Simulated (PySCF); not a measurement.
Compound: BrCl.
SMILES: `ClBr`

Method used: PBE0/def2-TZVP geometry optimisation, gas phase (PySCF 2.14.0).

Masses are those of the commonest isotopes; rigid-rotor values at the optimised geometry. 

**Question.** What are the moment of inertia and the rotational constant?

**Answer.** I = 110.241 u·Å², B = 505379 MHz·u·Å²/I = 4584 MHz (0.1529 cm⁻¹, or 0.220 K as hB/k). For two atoms I = μr² with μ = 24.2317 u and r = 2.1329 Å.

**Question.** List the first levels of a rigid rotor in a Σ state.

**Answer.** E(J) = BJ(J+1): J = 1: 0.306, J = 2: 0.917, J = 3: 1.835, J = 4: 3.058, J = 5: 4.587, J = 6: 6.422 cm⁻¹.

**Question.** Where do the first rotational lines fall?

**Answer.** The dipole is 0.45 D; J+1 ← J lies at 2B(J+1): 1 ← 0 at 9.17 GHz, 2 ← 1 at 18.34 GHz, 3 ← 2 at 27.51 GHz, 4 ← 3 at 36.67 GHz, 5 ← 4 at 45.84 GHz, 6 ← 5 at 55.01 GHz.

PBE0/def2-TZVP frequencies: not computed here. Zero-point vibration and centrifugal distortion are left out.
